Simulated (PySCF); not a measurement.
## Electric field gradients and quadrupole coupling constants

Species: C4H5PS2.
Cartesian coordinates in Å at the GFN2-xTB level; atoms count from 1:
```
atom  x, y, z in Å
C1    -2.3436   -0.3704   -0.1874
S2    -1.4018    1.1693    0.0043
C3     0.2404    0.5690    0.1484
C4     1.3121    1.3888    0.3197
P5     2.9025    0.6429    0.4449
C6     2.2765   -0.9312    0.2741
S7     0.5838   -1.1278    0.0763
H8    -2.2079   -0.9944    0.6913
H9    -3.3845   -0.0787   -0.2826
H10   -2.0147   -0.8890   -1.0835
H11    1.1820    2.4571    0.3757
H12    2.8565   -1.8363    0.2810
```

Field gradients from the PBE0/pcSseg-1 density (PySCF, non-relativistic), principal values in atomic units, ordered |Vxx| ≤ |Vyy| ≤ |Vzz|:

```
atom      Vxx      Vyy      Vzz
  S2   0.4459   2.4615  -2.9074
  S7  -0.4012  -1.4748   1.8759
```

Problem. Find the asymmetry η = (Vxx − Vyy)/Vzz and the couplings χ = eQV/h (234.96 MHz × Q in barn × V in au), with Q(33S) = −0.0678 b.

Solution. 
```tsv
atom	environment	nucleus	η	χzz (MHz)	χxx (MHz)	χyy (MHz)
S2	sulfide sulfur	33S	0.69	46.32	-7.10	-39.21
S7	thiophene-type sulfur	33S	0.57	-29.88	6.39	23.49
```

Problem. What is Vzz at S2 in SI units (1 au = 9.71736 × 10²¹ V/m²)?

Solution. -2.9074 au = -28.252 × 10²¹ V/m².

Problem. What couplings would deuterons (Q(2H) = 0.00286 b) have in place of the hydrogens, at this geometry?

Solution. 
```tsv
atom	bonded to	bond length (Å)	Vzz (au)	η	χzz (kHz)
H8	C1	1.086	0.3104	0.03	209
H9	C1	1.085	0.3165	0.05	213
H10	C1	1.086	0.3102	0.03	208
H11	C4	1.078	0.3360	0.08	226
H12	C6	1.075	0.3441	0.10	231
```

One conformer (not necessarily the lowest) at the GFN2-xTB geometry, without solvent, vibrations or thermal averaging. GFN2-xTB bond lengths can be off by several hundredths of an ångström, more for odd bonds, and the gradients follow them. The basis is small and wasn't made for field gradients, so the couplings can be 20 % off.
